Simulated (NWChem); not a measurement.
System: BF

```xyz
2

B      0.0000     0.0000    -0.8151
F      0.0000     0.0000     0.4596
```
Atoms are numbered in this order, from 1.

Computed with NWChem. Pople sets run with spherical d functions. All runs use the structure optimised with PBE-D3(BJ)/def2-SVP. Vzz is the largest principal value of the second derivative of the potential at the nucleus (NWChem prints the opposite sign); η is the asymmetry. Non-relativistic.

```tsv
level	Vzz B1 (a.u.)	η B1
B3LYP/def2-SVP	[?]	0.00
B3LYP/6-31G*	-0.419	0.00
Hartree-Fock/6-31G*	-0.453	0.00
Hartree-Fock/def2-SVP	-0.479	0.00
```

Problem. What belongs in the gaps?

Solution. 
- B3LYP/def2-SVP, Vzz B1 (a.u.): -0.442
